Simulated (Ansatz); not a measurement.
Cost and result for the atomization energy of CH₃NSe₂, SMILES `NC1[Se][Se]1` (7 atoms, 7 bonds).

```xyz
7

N     0.759   -0.579    0.484
C    -0.297   -0.149   -0.317
Se    0.075    1.142   -1.699
Se   -1.389    1.487    0.108
H     0.453   -1.132    1.273
H     1.355    0.179    0.789
H    -0.956   -0.948   -0.638
```

Total charge 0; spin multiplicity 1. Correlated methods include outer-core shells of Se, which these sets cover unevenly. Scalar relativity is left out up to krypton. The geometry is a stationary point of PBE0-D4/def2-TZVP. It is one conformer, not always the lowest. Program: Ansatz. All runs use 4 threads of an Arm Neoverse V1 on a shared host. Times are those of one run each, without the atoms' runs, and a repeat can differ threefold. Electronic energies, without spin–orbit coupling; frozen cores. CCSD(T)/CBS adds CCSD(T) − MP2 in def2-TZVPP to the MP2 limit, and its time is that of the two runs behind it. T1 = 0.010. With those shells the extrapolation isn't a true limit. HSE06 is the plane-wave form, built on full-range PBE exchange.

CCSD(T)/CBS is a level of theory with its own doubt, some kJ/mol a heavy atom from the limit and from the frozen cores, so smaller differences don't rank the functionals.

```json
{"level": "PBE-D4/def2-TZVPP (with forces)", "functions": "200", "wall time": "2.4 s", "atomization (kcal/mol)": "566.4", "difference from CCSD(T)/CBS": "24.9", "per bond": "3.6"}
{"level": "PBE0-D4/def2-TZVPP", "functions": "200", "wall time": "3.2 s", "atomization (kcal/mol)": "545.3", "difference from CCSD(T)/CBS": "3.8", "per bond": "0.6"}
{"level": "HSE06-D4/def2-TZVPP", "functions": "200", "wall time": "3.5 s", "atomization (kcal/mol)": "545.8", "difference from CCSD(T)/CBS": "4.3", "per bond": "0.6"}
{"level": "BHLYP-D4/def2-TZVPP", "functions": "200", "wall time": "3.5 s", "atomization (kcal/mol)": "510.5", "difference from CCSD(T)/CBS": "-31.0", "per bond": "-4.4"}
{"level": "CAM-B3LYP-D4/def2-TZVPP", "functions": "200", "wall time": "3.9 s", "atomization (kcal/mol)": "535.7", "difference from CCSD(T)/CBS": "-5.8", "per bond": "-0.8"}
{"level": "r2SCAN-D4/def2-TZVPP (with forces)", "functions": "200", "wall time": "5.5 s", "atomization (kcal/mol)": "541.7", "difference from CCSD(T)/CBS": "0.2", "per bond": "0.0"}
{"level": "B2PLYP/def2-TZVPP", "functions": "200", "wall time": "6 s", "atomization (kcal/mol)": "531.5", "difference from CCSD(T)/CBS": "-10.0", "per bond": "-1.4"}
{"level": "PBE-QIDH/def2-TZVPP", "functions": "200", "wall time": "6 s", "atomization (kcal/mol)": "534.4", "difference from CCSD(T)/CBS": "-7.1", "per bond": "-1.0"}
{"level": "ωB97X-V/def2-TZVPP", "functions": "200", "wall time": "8 s", "atomization (kcal/mol)": "540.3", "difference from CCSD(T)/CBS": "-1.2", "per bond": "-0.2"}
{"level": "CCSD(T)/def2-SVP", "functions": "107", "wall time": "8 s", "atomization (kcal/mol)": "488.2", "difference from CCSD(T)/CBS": "-53.3", "per bond": "-7.6"}
{"level": "MP2/def2-QZVPP", "functions": "382", "wall time": "22 s", "atomization (kcal/mol)": "547.7", "difference from CCSD(T)/CBS": "6.2", "per bond": "0.9"}
{"level": "CCSD(T)/def2-TZVPP", "functions": "200", "wall time": "2.1 min", "atomization (kcal/mol)": "519.2", "difference from CCSD(T)/CBS": "-22.3", "per bond": "-3.2"}
{"level": "CCSD(T)/CBS(def2)", "functions": "–", "wall time": "2.5 min", "atomization (kcal/mol)": "541.5", "difference from CCSD(T)/CBS": "0.0", "per bond": "0.0"}
```

From PBE to PBE0 (25 % exact exchange), in def2-TZVPP and without D4, the atomization energy moves by −20.3 kcal/mol: exact exchange takes away binding that semilocal exchange gives to molecules. The D4 term adds +7.5 kcal/mol with B3LYP and +3.8 kcal/mol with PBE0; it sums over pairs of atoms, weighted by their polarisabilities, and B3LYP, whose exchange is more repulsive, gets the larger term. At CCSD(T), def2-SVP lies −53.3 kcal/mol from the extrapolated value and def2-TZVPP −22.2 kcal/mol: correlation converges slowly with the basis, and small sets miss more of it in the bonded molecule than in its fragments.

B3LYP here is the variant with VWN-RPA as its local correlation; programs differ in this.

For some Ge, Se and Sn compounds the MP2-based and the directly extrapolated limit differ by 10 to 25 kJ/mol.
